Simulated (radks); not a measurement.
Values are calculated unless marked as measured or tabulated.
Effect of the nuclear size on the promethium ion Pm+, [Xe] 4f5 6s1. Level of theory: Dirac Kohn-Sham, exchange-only LDA, spin-unpolarised, spherical densities, finite nucleus; open shells fill j = l - 1/2 first; Fermi nuclear charge, rms radius 4.962 fm (a radial shooting solver on a logarithmic mesh with Libxc functionals). The rms radius is varied about that value; shifts are against it.

| rms radius (fm) | total energy shift (eV) | density at nucleus (e/bohr^3) | 1s1/2 shift (meV) | 2s1/2 shift (meV) | 5s1/2 shift (meV) | 5p1/2 shift (meV) | 6s1/2 shift (meV) | 4f5/2 shift (meV) |
|---|---|---|---|---|---|---|---|---|
| 4.446 | -2.86 | 5.032e+05 | -1190 | -149 | -1.14 | 0.100 | -0.104 | 0.189 |
| 4.5353 | -2.39 | 5.009e+05 | -988 | -124 | -0.950 | 0.083 | -0.087 | 0.158 |
| 4.962 | 0 | 4.907e+05 | 0.000 | 0.000 | 0.000 | 0.000 | 0.000 | 0.000 |
| 5.2051 | 1.43 | 4.853e+05 | 594 | 74.5 | 0.571 | -0.050 | 0.052 | -0.095 |
| 5.5723 | 3.70 | 4.778e+05 | 1530 | 192 | 1.47 | -0.129 | 0.134 | -0.244 |

Slopes of the eigenvalues against <r^2> in GHz/fm^2, as finite differences over the two radii next to the reference (eigenvalue slopes, not the field-shift constants of lines): 1s1/2 58600, 2s1/2 7350, 5s1/2 56.4, 5p1/2 -4.94, 6s1/2 5.14, 4f5/2 -9.36.
